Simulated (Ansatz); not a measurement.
(1) Predict a relaxed structure of `C#CCCCCCCCCCC=C`, charge 0, singlet, at PBE-D4/def2-SVP (Ansatz).

Results:

(1) 
```tsv
atom	x (Å)	y (Å)	z (Å)
C1	-2.521	-0.917	0.071
C2	-1.862	-1.877	-0.308
C3	-1.014	-2.978	-0.762
C4	-0.397	-2.772	-2.168
C5	0.217	-1.385	-2.398
C6	1.230	-0.941	-1.339
C7	1.717	0.498	-1.541
C8	2.513	1.078	-0.361
C9	1.781	1.058	0.993
C10	0.394	1.708	0.984
C11	-0.292	1.686	2.361
C12	-1.649	2.330	2.360
C13	-2.803	1.729	2.702
H14	-3.093	-0.068	0.420
H15	-0.202	-3.118	-0.014
H16	-1.594	-3.926	-0.750
H17	0.369	-3.564	-2.315
H18	-1.180	-2.949	-2.935
H19	-0.606	-0.637	-2.423
H20	0.683	-1.359	-3.407
H21	2.099	-1.638	-1.314
H22	0.750	-1.016	-0.341
H23	2.334	0.560	-2.464
H24	0.832	1.144	-1.737
H25	3.473	0.527	-0.253
H26	2.793	2.126	-0.606
H27	2.419	1.565	1.751
H28	1.681	0.009	1.352
H29	0.476	2.760	0.625
H30	-0.267	1.187	0.260
H31	-0.377	0.636	2.718
H32	0.362	2.215	3.094
H33	-1.678	3.388	2.033
H34	-3.765	2.265	2.675
H35	-2.823	0.676	3.037
```
 This is one stationary point.
